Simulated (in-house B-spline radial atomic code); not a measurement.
Inner-shell binding energies (edges) and X-ray emission energies of free atoms and ions, as differences of relaxed hole-state energies with first-order Breit, QED and recoil terms, without correlation or multiplet splittings, in NIST's listed ground configurations. For neutral atoms such line energies lie within some 1 to 5 eV of tabulated X-ray lines (up to 20 eV for the heaviest). K = 1s, L1 = 2s, L2 = 2p1/2, L3 = 2p3/2, M3 = 3p3/2, M4 = 3d3/2, M5 = 3d5/2. A dash marks a subshell that is part filled or wasn't run, or a line left out. Computed with a B-spline radial code for spherical atoms: Dirac-Hartree-Fock, average of the configuration, finite nuclei.

```
 ion  configuration  L1 edge (eV)  L3 edge (eV)  M5 edge (eV)  K-M3 (eV)  L2-M4 (eV)
  Ho  [Xe] 4f11 6s2       9402.07       8072.32       1353.82    53869.4     7527.33
 Er+  [Xe] 4f12 6s1             ?             ?             ?          ?           ?
Tm2+      [Xe] 4f13       10137.3       8663.45       1484.06    57502.5     8104.12
Yb3+      [Xe] 4f13       10531.9       8980.69       1565.78    59372.3     8402.46
Hf5+      [Xe] 4f13       11356.7        9638.9       1741.14    63225.7     9021.45
Ta6+      [Xe] 4f13             ?             ?             ?          ?           ?
 W7+      [Xe] 4f13       12228.6       10327.6       1931.06    67234.3     9671.48
```

(1) Fill in the row of Er+.

(2) Fill in the row of Ta6+.

Answers

(1) L3 edge (eV): 8364.75; M5 edge (eV): 1417.8; L2-M4 (eV): 7812.14.

(2) L1 edge (eV): 11786.8; L3 edge (eV): 9979.48; M5 edge (eV): 1834.34; K-M3 (eV): 65210.3; L2-M4 (eV): 9342.49.
